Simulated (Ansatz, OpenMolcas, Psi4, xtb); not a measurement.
**C2H7Ga (SMILES [CH3][GaH][CH3]): the dipole moment, rung by rung**

C2H7Ga has 10 atoms, charge 0, and is taken as a singlet. SMILES: `[CH3][GaH][CH3]`. Geometry: relaxed at PBE0-D4/def2-TZVP.

Each level gives the dipole moment (D). The values are calculated.

```
                            level                    kind     program  value (D)   CPU time
                         GFN2-xTB          semi-empirical         xtb       1.41  under 2 s
                      HF/def2-SVP            Hartree–Fock  OpenMolcas       0.58       16 s
                   SVWN5/def2-SVP                     LDA  OpenMolcas       0.77       43 s
                    BLYP/def2-SVP                     GGA  OpenMolcas       0.74       51 s
                     PBE/def2-SVP                     GGA  OpenMolcas       0.74       52 s
                    TPSS/def2-SVP                meta-GGA  OpenMolcas       0.75       67 s
M06-2X/def2-SVP (density fitting)         hybrid meta-GGA        Psi4       0.65       14 s
                 wB97M-V/def2-SVP  range-separated hybrid        Psi4       0.63     12 min
                     MP2/def2-SVP     perturbation theory      Ansatz       0.63      8.3 s
```

All-electron rows without a relativistic Hamiltonian named are non-relativistic. The values span 0.58 to 1.41 D. In the correlated wave-function rows the outer d shell of Ga is correlated, in sets not made for it. Magnitudes only. CPU times are rough (shared hosts, several kinds of processor): they show what a rung costs within a factor of a few.
